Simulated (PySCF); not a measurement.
**[Hf(NH2)2]2+: from a saddle point downhill**

PySCF 2.14.0, RKS PBE0, Hf def2-SVP with ECP60, N def2-SVP, H def2-SVP; non-relativistic Hamiltonian with scalar-relativistic core potentials where named; density fitting; no spin-orbit coupling. Relaxed within the symmetry of its start, the geometry (C2v) is

```xyz
7

Hf    0.0000    0.0000   -0.1778
N     1.5752    0.0000    0.9383
H     1.9878   -0.8203    1.4155
H     1.9878    0.8203    1.4155
N    -1.5752    0.0000    0.9383
H    -1.9878    0.8203    1.4155
H    -1.9878   -0.8203    1.4155
```

and its lowest harmonic modes are -662, -590, 229, 440, 481, 644 cm⁻¹ (negative: unstable). It was moved along the lowest mode and relaxed again, within the group Cs that the move left.

Where does it end, and how much lower?

In C2v, 1.055 eV lower, after 15 steps:
```xyz
7

Hf    0.0000   -0.7990    0.0595
N     1.4700   -0.0350    1.0156
H     2.4725   -0.1919    0.8135
H     1.4233    0.6084    1.8217
N    -1.4700   -0.0350    1.0156
H    -1.4233    0.6084    1.8217
H    -2.4725   -0.1919    0.8135
```

How do the contacts change?


```json
{"contact": "Hf1–N2 (NH2)", "saddle (Å)": "1.931", "end (Å)": "1.913"}
{"contact": "Hf1–N5 (NH2)", "saddle (Å)": "1.931", "end (Å)": "1.913"}
```


Is the end a minimum?

Yes; lowest modes 209, 294, 315, 488, 547, 743 cm⁻¹.

State: singlet.
